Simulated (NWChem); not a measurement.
# CH3F3SSi; SMILES F[Si](F)(SC)F

```xyz
9

C     -0.7494     2.2139    -0.0006
S      0.8252     1.2797    -0.0024
Si     0.0146    -0.6438     0.0002
F     -0.9050    -0.9322    -1.2808
F      1.1997    -1.7144     0.0217
F     -0.9356    -0.9106     1.2635
H     -1.3356     1.9964     0.9018
H     -0.4700     3.2752    -0.0003
H     -1.3373     1.9980    -0.9024
```
Atoms are numbered in this order, from 1.

Program: NWChem. Geometry: optimised at PBE0/def2-SVP.

Problem. What does the run give for Hartree-Fock/aug-cc-pVDZ? Quantities: highest occupied level (eV); orbital gap (eV); dipole (D).

Solution. 
| Property | Result |
|---|---|
| highest occupied level (eV) | -10.84 |
| orbital gap (eV) | 11.67 |
| dipole (D) | 2.85 |
